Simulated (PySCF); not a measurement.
Ligand exchange on a metal centre used in film growth or etching (Ti F-H). Gas-phase values, no solvent.

The HOMO–LUMO gap from two functionals at the same geometries (BP86-D3(BJ)/def2-SVP), both in PySCF: PBE-D3(BJ)/def2-TZVP and B3LYP-D3(BJ)/def2-TZVP. B3LYP has the VWN-RPA correlation part, as in Gaussian. 

```csv
species,B3LYP-D3(BJ)/def2-TZVP (eV)
0 of 4 F replaced by H ([Ti(F)4]),8.68
2 of 4 F replaced by H ([Ti(F)2(H)2]),5.54
3 of 4 F replaced by H ([Ti(F)(H)3]),5.51
4 of 4 F replaced by H ([Ti(H)4]),5.39
```

Q: What does PBE-D3(BJ)/def2-TZVP give for each?

A: 
- 0 of 4 F replaced by H ([Ti(F)4]): 6.33
- 2 of 4 F replaced by H ([Ti(F)2(H)2]): 3.33
- 3 of 4 F replaced by H ([Ti(F)(H)3]): 3.29
- 4 of 4 F replaced by H ([Ti(H)4]): 3.11
Over these rows, drawn at random from the members with no instability flagged (it was tested for open shells, ions and some series alone), PBE minus B3LYP-D3(BJ): mean -2.27 eV, from -2.35 eV to -2.21 eV.
